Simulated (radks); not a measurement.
Species: the strontium ion Sr4+. Configuration: [Ar] 3d9 4s2 4p4 5s1 (not the ground configuration).

Method: scalar-relativistic Kohn-Sham, BLYP, spin-polarised, spherical densities, finite nucleus; open shells are filled with parallel spins first (spin-orbit coupling, left out, can overturn this in heavy ions); Fermi nuclear charge, rms radius 4.224 fm; computed with a radial shooting solver on a logarithmic mesh with Libxc functionals.

Energy parts (eV):
part                       energy
total                  -86261.506
kinetic                 88474.331
electron-nucleus      -205455.514
Hartree                 33518.629
exchange-correlation    -2798.951

Orbitals (lengths in bohr, moments of r in powers of bohr; <r^-3> diverges for s and p1/2; r(max) is where P^2 peaks):
orbital  occ.  eigenvalue (eV)   r(max)      <r>  <r^-3>
1s up       1        -16018.39  0.02553  0.03916       -
1s down     1        -16018.05  0.02553  0.03916       -
2s up       1        -2237.823   0.1451   0.1725       -
2s down     1        -2236.306   0.1451   0.1724       -
2p up       3        -1997.529   0.1160   0.1504    1803
2p down     3        -1996.229   0.1160   0.1503    1804
3s up       1        -406.0380   0.4336   0.4875       -
3s down     1        -403.7938   0.4339   0.4878       -
3p up       3        -328.3759   0.4277   0.4920   287.4
3p down     3        -326.0930   0.4281   0.4924   286.4
3d up       5        -200.7359   0.3710   0.4840   36.97
3d down     4        -198.2736   0.3716   0.4845   36.89
4s up       1         -94.8253    1.130    1.245       -
4s down     1         -91.9573    1.130    1.249       -
4p up       3         -74.0670    1.222    1.367   43.27
4p down     1         -71.3072    1.225    1.377   42.77
5s up       1         -35.1353    2.597    2.727       -
5s down     0         -33.7562    2.610    2.753       -

The highest occupied level is 5s up at -35.135 eV. Summed over all electrons, <r^2> = 25.35 bohr^2, which gives a Langevin (diamagnetic) susceptibility term of -20.1 x 10^-6 cm^3/mol.
